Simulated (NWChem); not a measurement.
Molecule: tetramethylsilane (C$_{4}$H$_{12}$Si); SMILES C[Si](C)(C)C

```xyz
17

C     -0.9989    -1.0690    -1.2069
Si    -0.0003     0.0002    -0.0002
C     -1.1797     0.8390     1.2254
C      1.2242    -1.0936     0.9492
C      0.9529     1.3238    -0.9678
H     -1.5644    -1.8464    -0.6782
H     -0.3460    -1.5713    -1.9314
H     -1.7187    -0.4662    -1.7743
H     -0.6342     1.4677     1.9401
H     -1.7477     0.0994     1.8031
H     -1.9041     1.4803     0.7082
H      0.7045    -1.8727     1.5206
H      1.9237    -1.5950     0.2689
H      1.8190    -0.5056     1.6591
H      1.6454     0.8718    -1.6887
H      0.2724     1.9761    -1.5289
H      1.5434     1.9613    -0.2983
```
Atoms are numbered in this order, from 1.

Results from NWChem. The geometry was optimised at B3LYP/6-31G* (spherical d). Not confirmed as a minimum by frequencies. GIAO values for the isolated, static molecule; σ is the absolute isotropic shielding.

| level | σ C1 (ppm) | σ Si2 (ppm) | σ H6 (ppm) | relative time |
|---|---|---|---|---|
| PBE0/def2-SVP | 194.4 | 405.6 | 31.48 | 1 |
| PBE/x2c-SVPall-s, scalar ZORA without spin-orbit coupling | 181.0 | 326.3 | 31.32 | 4 |
| PBE0/x2c-SVPall-s, scalar ZORA without spin-orbit coupling | 185.3 | 345.1 | 31.41 | 4 |

Relative times are rough (shared machine, one core).
